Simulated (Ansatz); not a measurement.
Coupled-cluster diagnostics for the cluster Co2O2⁻, Ansatz.

Geometry of the doublet (PBE-D4/def2-SVPD):

Cartesian coordinates in Å:
```
Co 0.029 -0.780 0.735
Co -0.030 0.797 -0.750
O 0.790 -0.808 -0.872
O -0.789 0.791 0.888
```

Correlated methods freeze 12 core orbitals; core or outer-core shells of Co are correlated, in sets that lack core-valence functions. The structure comes from a short search, and lower isomers may exist.

Q: Estimate the CCSD(T) correlation energy, the shares of MP2 and (T), T1 and the reference's ⟨S²⟩ for: charge -1, doublet, own geometry in def2-SVPD; and the rough time on 4 threads of Intel Xeon on a shared host.

A: 
```csv
state,basis,correlation (eV),MP2 share (%),(T) share (%),T1,⟨S²⟩ (pure),wall time,remarks
"charge -1, doublet, own geometry",def2-SVPD,-30.317,94.5,4.8,0.052,3.81 (0.75),3.2 min,"large T1, spin-contaminated"
```
Customary marks for T1 are 0.02 (closed shells), 0.045 (open shells) and about 0.05 (3d metals). T1 exceeds 0.02 in 1 of 1 rows and 0.045 in 1; the higher it lies, the less the single-reference result can be trusted.
